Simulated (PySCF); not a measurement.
Structure problem from calculated spectra and properties.

Formula: C2H15NOSi4.

| Item | Value |
| --- | --- |
| Rotational structure | rotational constants A, B, C: 1.169, 0.606, 0.508 GHz [GFN2-xTB] |
| 13C NMR | chemical shifts (computed TMS as zero) by class: 6.0 (1 C), -7.9 (1 C) ppm [GIAO PBE0/pcSseg-1] |
| NMR, other nuclei | isotropic shieldings of nuclei other than C and H, by class: 269 (1 N), 312 (1 O), 332 (1 Si), 403 (1 Si), 423 (1 Si), 475 (1 Si) ppm [GIAO PBE0/pcSseg-1] |
| 1H NMR | chemical shifts (computed TMS as zero) by class: 4.99 (1 H), 4.94 (1 H), 4.24 (1 H), 4.05 (1 H), 3.49 (1 H), 3.19 (1 H), 0.49 (3 H), 0.43 (3 H), 0.42 (1 H), -0.11 (2 H) ppm [GIAO PBE0/pcSseg-1] |
| Dipole | 1.34 D [PBE0/pcSseg-1] |

Electronic properties: PySCF, gas phase, density fitting. Levels stand in brackets. One conformer (not necessarily the lowest) at the GFN2-xTB geometry, without solvent, vibrations or thermal averaging. Each NMR value is the plain mean over a class of atoms that symmetry, rotation or inversion makes alike.

Problem. What is the compound? Reason from the data.

Solution. Numbering: `[CH3:1][SiH2:2][SiH2:3][Si@:4]([CH3:5])([OH:6])[SiH2:7][NH2:8]`. Its formula, C2H15NOSi4, gives 0 degrees of unsaturation, so no ring and no π bond. 2 carbons fall into 2 classes; from least to most shielded: Si-methyl carbon [C5] (6.0 ppm), Si-methyl carbon [C1] (-7.9 ppm). Hydrogen classes from least to most shielded: 1 H on an SiH2 silicon, Si7 (4.99 ppm), 1 H on an SiH2 silicon, Si7 (4.94 ppm), 1 H on an SiH2 silicon, Si2 (4.24 ppm), 1 H on an SiH2 silicon, Si2 (4.05 ppm), 1 H on an SiH2 silicon, Si3 (3.49 ppm), 1 H on an SiH2 silicon, Si3 (3.19 ppm), 3 H on an Si-methyl carbon, C5 (0.49 ppm, a mean of values up to 0.8 ppm apart in this geometry), 3 H on an Si-methyl carbon, C1 (0.43 ppm, a mean of values up to 0.6 ppm apart in this geometry), 1 H on a silanol oxygen, O6 (0.42 ppm), 2 H on a silicon-bound nitrogen, N8 (-0.11 ppm). The other shieldings belong to: 269 ppm, silicon-bound nitrogen [N8]; 312 ppm, silanol oxygen [O6]; 332 ppm, oxygen-bound silicon [Si4]; 403 ppm, SiH2 silicon [Si7]; 423 ppm, SiH2 silicon [Si2]; 475 ppm, SiH2 silicon [Si3]. The optimised geometry has point group C1 and is an asymmetric top. Structure: `C[SiH2][SiH2][Si@](C)(O)[SiH2]N`. Computed isomers that give other values at the same levels: `CC[SiH2]O[Si@@H](N)[SiH2][SiH3]` (13C chemical shifts (computed TMS as zero) by class: 13.0 (1 C), 11.2 (1 C) ppm); `COC[SiH2][SiH2]N([SiH3])[SiH3]` (13C chemical shifts (computed TMS as zero) by class: 65.5 (1 C), 64.3 (1 C) ppm). The assignments are read from this structure; whether some other isomer fits the data as well wasn't checked. The mirror image fits equally.
